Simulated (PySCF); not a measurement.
Sr+ (strontium, charge +1): UHF calculation

Configuration: [Kr] 5s1, 2S determinant. Computed with PySCF 2.14 in x2c-SVPall (6s4p5d1f, 50 functions), with scalar relativity by spin-free X2C-1e.

- Total energy: -3176.848712 hartree
- One-electron energy: -4386.4349 hartree
- Hartree (Coulomb) energy: 1313.4330 hartree
- Exchange energy: -103.8468 hartree
- ⟨S²⟩: 0.7502
- ⟨L²⟩: 0.000
- Sum of ⟨r⟩: 26.58 bohr
- Sum of ⟨r²⟩: 45.99 bohr²
- Langevin diamagnetic susceptibility: -36.4 ×10⁻⁶ cm³/mol
- Time after the integrals: 0.21 s of wall time on 1 thread of Neoverse-N1 (shared host)

```csv
shell,electrons,mean orbital energy (eV),"rms radius, mean of both spins (bohr)"
1s α,1,-16203.9,0.0451
1s β,1,-16203.8,0.0451
2s α,1,-2268.1,0.187
2s β,1,-2268.1,0.187
2p α,3,-2011.6,0.166
2p β,3,-2011.6,0.166
3s α,1,-386.75,0.524
3s β,1,-386.66,0.524
3p α,3,-301.00,0.535
3p β,3,-300.97,0.535
3d α,5,-159.25,0.547
3d β,5,-159.23,0.547
4s α,1,-59.582,1.46
4s β,1,-59.329,1.46
4p α,3,-36.293,1.69
4p β,3,-36.159,1.69
5s α,1,-10.453,4.38
```

Densities and radii are taken from the X2C orbitals without a picture-change correction, which distorts them close to the nucleus.
